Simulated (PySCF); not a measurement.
F3HSeSi, SMILES F[Si](F)(F)[SeH]. Atoms are numbered in the order given.

```xyz
6

F     -0.7337    -1.4533    -1.2799
Si     0.0039    -0.8268     0.0000
F     -0.7337    -1.4533     1.2799
F      1.5261    -1.3292     0.0000
Se     0.0255     1.4186     0.0000
H     -1.4510     1.4643     0.0000
```
Charge 0, spin multiplicity 1.

Coordinates come from a B3LYP-D3(BJ)/def2-SVP optimisation. This is a generated structure with no PubChem entry under its InChIKey; it may be hypothetical. One conformer was computed; it need not be the lowest.

Two levels are set side by side: PBE/pcSseg-1 (PySCF) and PBE0/pcSseg-1 (PySCF). GIAO shifts against CFCl3 (¹⁹F), Me2Se (⁷⁷Se), TMS (²⁹Si), TMS (¹H) at the same level; non-relativistic, no solvent, atoms listed together averaged. Differences are taken from unrounded values.

```json
[
 {"quantity": "δ(²⁹Si) of Si2 (ppm)", "PBE0": "-38.1"},
 {"quantity": "δ(⁷⁷Se) of Se5 (ppm)", "PBE0": "-414.4"},
 {"quantity": "δ(¹H) of H6 (ppm)", "PBE0": "1.47"}
]
```

**Question.** What does PBE give, and how far is it from PBE0? (The exact figures need the calculation; the answer reports its results.)

**Answer.** 
```json
[
 {"quantity": "δ(²⁹Si) of Si2 (ppm)", "PBE": "-37.0", "PBE minus PBE0": "1.1"},
 {"quantity": "δ(⁷⁷Se) of Se5 (ppm)", "PBE": "-462.3", "PBE minus PBE0": "-47.9"},
 {"quantity": "δ(¹H) of H6 (ppm)", "PBE": "1.21", "PBE minus PBE0": "-0.26"}
]
```

Rough cost on one machine, each run with all the roots and properties that it gave: PBE0 against PBE within a factor of 2.
